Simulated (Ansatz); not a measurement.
Z-matrix (Å, degrees):
```
Si
In 1 2.577
H 1 1.492 2 109.4
H 1 1.490 2 112.6 3 -119.2
H 1 1.491 2 112.7 3 119.2
Sb 2 2.814 1 123.9 3 96.8
N 2 2.508 1 107.0 3 175.1
H 2 1.737 1 121.4 3 -75.6
C 6 2.211 2 74.6 1 108.7
H 6 1.712 2 91.5 1 16.4
Si 7 1.764 2 106.2 1 -18.9
Si 7 1.766 2 107.8 1 106.5
H 9 1.094 6 110.9 2 -143.8
H 9 1.093 6 105.1 2 100.9
H 11 1.488 7 109.6 2 -169.1
H 11 1.479 7 109.2 2 -49.3
H 11 1.483 7 106.9 2 71.5
H 12 1.481 7 107.6 2 59.1
H 12 1.482 7 107.6 2 -61.5
H 12 1.489 7 110.8 2 178.4
```

The species carries charge 0 and has multiplicity 1. In, Sb: def2 effective core potential.

Q: List the PBE0/def2-TZVPP orbital energies in eV (the Gaussian-basis code of Ansatz). (An estimate is asked.)

A: The calculation gave: Occupied: -1803.29, -1803.26, -1802.21, -392.31, -279.77, -156.22, -145.60, -145.58, -144.57, -127.93, -107.78, -107.72, -107.64, -100.28, -100.26, -100.24, -100.23, -100.23, -100.22, -99.22, -99.21, -99.21, -84.34, -84.17, -84.12, -35.35, -35.31, -35.25, -35.20, -35.16, -25.31, -20.98, -20.86, -20.84, -20.80, -20.75, -19.10, -16.28, -15.29, -15.05, -14.66, -13.00, -12.58, -11.88, -10.71, -10.45, -10.42, -10.04, -9.95, -9.52, -9.46, -9.29, -8.33, -7.35, -7.12, -6.14. Lowest empty: -1.35, -0.83, -0.27, -0.14, 0.28, 0.50, 0.71, 0.83.
